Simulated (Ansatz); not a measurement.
# What each rung costs, and what it gives

Saddle point of BSiH₅F₂, closed shell (BSiH₃F₂ ([F][B]([F])[SiH3]) + H₂ → BHF₂ ([F][BH][F]) + SiH₄; bonds formed: B1–H6, Si2–H5; bonds broken: B1–Si2, H5–H6), PBE0-D4/def2-TZVP structure:

| atom | x (Å) | y (Å) | z (Å) |
| --- | --- | --- | --- |
| B1 | -0.5507 | -0.9028 | 0.1411 |
| Si2 | 0.3953 | 1.0558 | -0.2302 |
| F3 | -0.9175 | -1.4005 | -1.0654 |
| F4 | -1.4889 | -0.7121 | 1.1008 |
| H5 | 0.6806 | -0.7853 | 0.4279 |
| H6 | 0.3715 | -1.7551 | 0.6547 |
| H7 | -0.8233 | 1.6988 | -0.7823 |
| H8 | 0.8506 | 1.7606 | 0.9954 |
| H9 | 1.4826 | 1.0408 | -1.2422 |

Barriers are electronic and count from the start structure reached by relaxing down the imaginary mode.

Ansatz 0.2.0; basis: as named in each row; cores frozen in the correlated methods. B3LYP uses VWN-RPA correlation. Extrapolation: Hartree–Fock as exp(−7.88 √X), correlation as X^−2.97.

Times are rough, for one single point on 4 threads of a shared host (Intel Xeon).

The estimate by CCSD(T) at an estimated basis limit (MP2 extrapolated from triple and quadruple zeta, plus CCSD(T) − MP2 in triple zeta) is 40.79 kcal/mol.

```
      method       basis  time (s)  barrier (kcal/mol)  method less estimate
          HF      STO-3G   under 1               92.85                 52.06
      PBE-D4      STO-3G   under 1               73.17                 32.38
       SPW92    def2-SVP   under 1               19.10                -21.69
      PBE-D4    def2-SVP   under 1               28.02                -12.78
    B3LYP-D4       6-31G         1               43.15                  2.36
     PBE0-D4    def2-SVP         1               30.74                -10.05
       SPW92  def2-TZVPP         2               21.47                -19.32
      PBE-D4  def2-TZVPP         2               30.53                -10.26
     BLYP-D4  def2-TZVPP         2               36.65                 -4.14
     wB97M-V    def2-SVP         3               34.94                 -5.85
    BHLYP-D4  def2-TZVPP         3               42.03                  1.23
     CCSD(T)    def2-SVP         4               40.64                 -0.16
    B3LYP-D4  def2-TZVPP         4               38.13                 -2.66
     PBE0-D4  def2-TZVPP         4               33.38                 -7.41
CAM-B3LYP-D4  def2-TZVPP         4               39.04                 -1.76
   r2SCAN-D4  def2-TZVPP         4               33.27                 -7.53
  r2SCAN0-D4  def2-TZVPP         6               35.38                 -5.41
  RPA on PBE  def2-TZVPP         6               41.34                  0.55
      B2PLYP  def2-TZVPP         6               40.04                 -0.75
    PBE-QIDH  def2-TZVPP         7               37.44                 -3.35
     wB97M-V  def2-TZVPP         9               38.62                 -2.17
     wB97X-V  def2-TZVPP         9               39.51                 -1.28
      B97M-V  def2-TZVPP        10               33.93                 -6.86
         MP2  def2-QZVPP        21               40.55                 -0.24
     CCSD(T)  def2-TZVPP        59               41.05                  0.26
```

All methods are single points on the PBE0-D4 structures.

No T1 diagnostic of these runs exceeds 0.014.

Labels in which every atom is bracketed show which atoms are joined, not bond orders.
